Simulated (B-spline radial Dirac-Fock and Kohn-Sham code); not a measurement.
X-ray lines that fill the 3p3/2 vacancy in Ge

System: the Ge atom, [Ar] 3d10 4s2 4p2.

The computed values come from a radial finite-basis atomic code: independent-particle rates on relativistic LDA orbitals of the hole state (multipoles up to L = 3, Coulomb Auger matrix elements, transition energies from Dirac-Fock).

| line | multipole | energy (eV) | width (meV) | share (%) |
| --- | --- | --- | --- | --- |
| M3-M4 | E1 | 95.79 | 0.0167 | 8.97 |
| M3-M5 | E1 | 96.34 | 0.154 | 82.5 |
| M3-N1 | E1 | 117.8 | 0.0159 | 8.55 |

The listed lines hold 100.0 % of the radiative rate. The radiative width is 0.000187 eV in the length form and 0.000149 eV in the velocity form; the two differ because the transition energies are not eigenvalue differences of the potential that gave the orbitals.
